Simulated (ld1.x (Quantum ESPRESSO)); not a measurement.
**Which change was made? (S, ultrasoft)**

ld1.x (Quantum ESPRESSO) 7.5 input, shortened:

```
&input
   title='S', zed=16., rel=0, dft='PBE', iswitch=3,
   config='[Ne] 3s2 3p4'
 /
 &inputp
   pseudotype=3, tm=.true., lloc=-1, rcloc=1.15,
   nlcc=.true., new_core_ps=.true., rcore=0.85
 /
4
3S  1  0   2.00   0.00  1.35  1.65  0.0
3S  1  0   0.00   2.05  1.35  1.65  0.0
3P  2  1   4.00   0.00  0.90  1.20  0.0
3P  2  1   0.00   3.50  0.90  1.20  0.0
 &test
   configts(1)='3s2 3p4'
 /
```

Cutoffs, loose and tight: the cutoffs (Ry, on a coarse ladder) from which the occupation-weighted sum of valence levels, in a spherical-Bessel basis at the reference potential, stays within 10 and 1 mRy of its value at 400 Ry. They do not see the model core or the augmentation charge, which bear on the density cutoff. Test errors are all-electron minus pseudo excitation energies from the reference, over the configurations 3s2 3p3; 3s2 3p2; 3s2 3p1; 3s2 3p0; 3s1 3p4; 3s0 3p6; 3s1 3p5; variants that change the core or the reference have their own tests. The largest error is taken over the tests solved by every variant that gives reliable tests at all, those not shown here included: 3s2 3p1; 3s2 3p2; 3s2 3p3.

The base gives: outcome: generated; cutoff, loose: 30 Ry; cutoff, tight: 45 Ry; bound ghosts: none; largest test error (meV): -12.

(1) After one change the result is: outcome: generated; cutoff, loose: 30 Ry; cutoff, tight: 45 Ry; bound ghosts: none; largest test error (meV): -17. Which change was it?
A. core correction Bessel-smoothed model core inside 1.40 bohr
B. core correction Bessel-smoothed model core inside 0.58 bohr
C. core correction Bessel-smoothed model core inside 1.22 bohr
D. core correction Bessel-smoothed model core inside 1.08 bohr

Results:

(1) B. The others give: core correction Bessel-smoothed model core inside 1.22 bohr → outcome: generated; cutoff, loose: 30 Ry; cutoff, tight: 45 Ry; bound ghosts: none; largest test error (meV): +20 | core correction Bessel-smoothed model core inside 1.40 bohr → outcome: generated; cutoff, loose: 30 Ry; cutoff, tight: 45 Ry; bound ghosts: none; largest test error (meV): +23 | core correction Bessel-smoothed model core inside 1.08 bohr → outcome: generated; cutoff, loose: 30 Ry; cutoff, tight: 45 Ry; bound ghosts: none; largest test error (meV): +4.3.
